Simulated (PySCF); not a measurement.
Methoxybenzoquinone, C7H6O3.
Z-matrix (Å and degrees, GFN2-xTB geometry), rows numbered from 1:
```
C 
O   1  1.4155
C   2  1.3400  1  122.53
C   3  1.3559  2  117.12  1   179.99
C   4  1.4491  3  123.93  2   180.00
O   5  1.2189  4  123.11  3   179.88
C   5  1.4820  4  115.61  3    -0.13
C   7  1.3323  5  121.71  4     0.09
C   8  1.4726  7  123.12  5     0.04
O   9  1.2159  3  123.47  2     0.20
H   1  1.0895  2  104.81  3   179.80
H   1  1.0919  2  111.74  3    60.97
H   1  1.0918  2  111.69  3   -61.37
H   4  1.0800  3  119.07  2    -0.01
H   7  1.0808  5  116.13  4  -179.92
H   8  1.0815  7  122.22  5   180.00
```

Level of theory: PBE0/pcSseg-1 in PySCF (dipole) on a GFN2-xTB geometry, gas phase.

Masses are those of the commonest isotopes; rigid-rotor values at the optimised geometry. The values belong to one conformer with, in the numbering `[CH3:1][O:2][C:3]1=[CH:4][C:5](=[O:6])[CH:7]=[CH:8][C:9]1=[O:10]`, C1–O2–C3–C4 180°.

Question: Give the principal moments of inertia and the rotational constants in cm⁻¹.

Answer: Ia = 189.80, Ib = 483.70, Ic = 670.31 u·Å²; 505379 MHz·u·Å²/I gives 2663, 1045 and 753.9 MHz, that is A = 0.08882, B = 0.03485, C = 0.02515 cm⁻¹.

Question: Classify the top.

Answer: An asymmetric top: κ = (2 × 1045 − 2663 − 753.9)/(2663 − 753.9) = -0.70.

Question: Is it planar, by Δ = Ic − Ia − Ib?

Answer: Not planar: Δ = Ic − Ia − Ib = -3.18 u·Å². For a rigid frame Δ = −2 Σ m c², so Σ m c² = 1.59 u·Å² lies off the ab plane, practically all of it from hydrogen. The atom farthest from that plane is 0.89 Å away.

Question: Give the other two planar moments, Paa and Pbb, and the rms extents of the mass along the axes.

Answer: Paa = Σ m a² = (Ib + Ic − Ia)/2 = 482.11 and Pbb = Σ m b² = (Ia + Ic − Ib)/2 = 188.21 u·Å². With the mass M = 138.03 u, the rms extents √(P/M) along a, b and c are 1.87, 1.17, 0.11 Å.

Question: Which lines would a microwave search look for?

Answer: The dipole components are |μa| = 2.25 D, |μb| = 1.13 D, |μc| = 0.00 D; the mirror of this Cs structure is the ab plane, so μc vanishes by symmetry (the 0.01 D computed is a residue) and there are no c-type lines. The squared components, which scale the intensities, stand as 1.00 : 0.25 (a : b). Some lines, for components of 0.1 D or more:

```csv
type,branch,"J(Ka,Kc)",MHz,lower level (cm⁻¹)
a,Q,"2(1,1) ← 2(1,2)",873,0.224
a,R,"1(0,1) ← 0(0,0)",1799,0.000
b,Q,"1(1,0) ← 1(0,1)",1909,0.060
b,R,"2(0,2) ← 1(1,1)",1944,0.114
b,Q,"2(1,1) ← 2(0,2)",2235,0.179
a,R,"2(1,2) ← 1(1,1)",3307,0.114
b,R,"1(1,1) ← 0(0,0)",3417,0.000
a,R,"2(0,2) ← 1(0,1)",3562,0.060
a,R,"2(1,1) ← 1(1,0)",3888,0.124
b,Q,"2(2,0) ← 2(1,1)",4890,0.253
b,R,"2(1,2) ← 1(0,1)",4925,0.060
b,Q,"2(2,1) ← 2(1,2)",5726,0.224
b,R,"2(2,1) ← 1(1,0)",8742,0.124
b,R,"2(2,0) ← 1(1,1)",9069,0.114
```

Question: Estimate the classical rotational partition function at 25 K, 50 K and 200 K.

Answer: Point group Cs, symmetry number σ = 1; q = (√π/σ)·√((kT/h)³/(ABC)), k/h = 20836.6 MHz/K: 14600 at 25 K, 41200 at 50 K, 329000 at 200 K.

No GFN2-xTB frequencies stand behind this structure, so it isn't proved a minimum. No vibrational averaging or centrifugal distortion is included, and the geometry carries the error of its method. A rigid rotor knows nothing of internal rotation, which can split or shift real lines.
